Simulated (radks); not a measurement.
Species: a nucleus of charge 64.75 with 64 electrons. Configuration: [Xe] 4f7 5d1 6s2. Calculated with a radial shooting solver on a logarithmic mesh with Libxc functionals: Dirac Kohn-Sham, PBE, spin-unpolarised, spherical densities, finite nucleus; open shells fill j = l - 1/2 first; Fermi nuclear charge, rms radius 5.1569 fm.

Spin-orbit splittings of the eigenvalues, e(l+1/2) - e(l-1/2), with zeta = 2 splitting/(2l+1) and mean radii in bohr:

| shell | occ. | splitting (eV) | zeta (eV) | <r> j=l-1/2 | <r> j=l+1/2 |
|---|---|---|---|---|---|
| 2p | 6 | 733.5 | 489.0 | 0.07628 | 0.08321 |
| 3p | 6 | 151.2 | 100.8 | 0.2299 | 0.2430 |
| 3d | 10 | 32.95 | 13.18 | 0.2153 | 0.2194 |
| 4p | 6 | 33.86 | 22.57 | 0.5543 | 0.5839 |
| 4d | 10 | 6.156 | 2.462 | 0.6169 | 0.6273 |
| 4f | 7 | 0.8648 | 0.2471 | 0.8038 | 0.8140 |
| 5p | 6 | 4.863 | 3.242 | 1.442 | 1.532 |
| 5d | 1 | 0.3927 | 0.1571 | 2.327 | 2.388 |
